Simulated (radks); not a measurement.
Values are calculated unless marked as measured or tabulated.
Valence configurations of La I (all share [Xe]). Code: a radial shooting solver on a logarithmic mesh with Libxc functionals. Model: scalar-relativistic Kohn-Sham, LDA (Slater exchange, Perdew-Wang correlation), spin-polarised, spherical densities, finite nucleus; open shells are filled with parallel spins first (spin-orbit coupling, left out, can overturn this in heavy ions); Fermi nuclear charge, rms radius 4.855 fm. Order these by energy: 5d1 6s2; 5d3; 5d1 6p2; 4f0.5 5d1 6s1.5; 6s2 6p1; 4f1 6s2; 5d1 6s1 6p1; 5d1 6s1.5 6p0.5; 5d2 6s1; 4f0.5 5d2 6s0.5.

Answer. From the lowest, in eV above it: 5d1 6s2 0.000; 5d2 6s1 0.131; 4f0.5 5d1 6s1.5 0.176; 4f1 6s2 0.586; 5d1 6s1.5 6p0.5 1.011; 4f0.5 5d2 6s0.5 1.071; 5d3 1.287; 5d1 6s1 6p1 1.846; 6s2 6p1 2.403; 5d1 6p2 4.502. NIST lists [Xe] 5d1 6s2 as the ground configuration; this level of theory agrees among the configurations tried. The energies are those of spherical high-spin densities, not of single terms.
